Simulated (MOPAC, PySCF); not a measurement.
H₆BrN₃Si, SMILES `Br[Si](N)(N)N`, neutral singlet in the gas phase. 

Cartesian coordinates (Å):
SMILES: N[Si](N)(N)Br
```xyz
11

N     -0.2396     1.5080    -0.6060
Si     0.0128     0.0492     0.2295
N      1.4727    -0.6749    -0.2598
N     -1.2734    -1.0272    -0.0478
Br     0.1264     0.5266     2.4424
H     -1.0669     1.5996    -1.1716
H      0.0665     2.3894    -0.2300
H      1.9944    -1.2705     0.3617
H      2.0769    -0.1442    -0.8659
H     -2.1140    -0.9960     0.5045
H     -1.0558    -1.9600    -0.3571
```
Charge 0, spin multiplicity 1.

All levels are single points at this geometry (PBE0-D3(BJ)/def2-TZVP); Pople sets use spherical d functions. Orbital energies aren't observables, and empty levels follow the basis.

```json
[
 {"level": "M06-2X/def2-TZVP in PySCF", "HOMO (eV)": "-8.82", "LUMO (eV)": "1.29", "gap (eV)": "10.11", "dipole (D)": "1.61", "vertical IE, Delta-SCF (eV)": "–"},
 {"level": "B3LYP/3-21G in PySCF", "HOMO (eV)": "-6.53", "LUMO (eV)": "1.70", "gap (eV)": "8.22", "dipole (D)": "1.77", "vertical IE, Delta-SCF (eV)": "–"},
 {"level": "B3LYP/6-31G* in PySCF", "HOMO (eV)": "-6.89", "LUMO (eV)": "1.28", "gap (eV)": "8.17", "dipole (D)": "1.94", "vertical IE, Delta-SCF (eV)": "9.05"},
 {"level": "PBE/6-31G* in PySCF", "HOMO (eV)": "-5.71", "LUMO (eV)": "0.62", "gap (eV)": "6.33", "dipole (D)": "2.01", "vertical IE, Delta-SCF (eV)": "–"},
 {"level": "HF/STO-3G in PySCF", "HOMO (eV)": "-7.95", "LUMO (eV)": "9.64", "gap (eV)": "17.59", "dipole (D)": "1.52", "vertical IE, Delta-SCF (eV)": "–"},
 {"level": "PM3 in MOPAC", "HOMO (eV)": "-9.37", "LUMO (eV)": "-0.39", "gap (eV)": "8.98", "dipole (D)": "3.79", "vertical IE, Delta-SCF (eV)": "–"}
]
```
